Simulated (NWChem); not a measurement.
System: Cl2 anion, doublet

Input file for NWChem:

```
start job
memory heap 200 mb stack 900 mb global 1100 mb
charge -1
geometry units angstroms noautosym nocenter noautoz
  Cl     0.000000     0.000000    -1.360302
  Cl     0.000000     0.000000     1.360302
end
basis spherical
  Cl library def2-svpd
end
dft
  odft
  mult 2
  xc b3lyp
  iterations 150
end
cosmo
  do_cosmo_smd true
  solvent water
end
task dft energy
```

Structure relaxed at the B3LYP/def2-SVPD, spin-unrestricted level. No stability test was run on the SCF state. B3LYP is NWChem's, with the RPA form of VWN correlation. Solvent: water.

Solvent water, SMD (1 M gas to 1 M solution), gas-phase geometry. Reactions with the solvent are ignored.

**Question.** Give the results of this calculation. (B3LYP/def2-SVPD, spin-unrestricted, SMD on the gas-phase geometry.) Quantities: basis functions; solvation free energy (kcal/mol); cavity-dispersion-structure term (kcal/mol).

**Answer.** 
* **number of basis functions**: 54
* **solvation free energy (kcal/mol)**: -54.5
* **cavity-dispersion-structure term (kcal/mol)**: 0.9
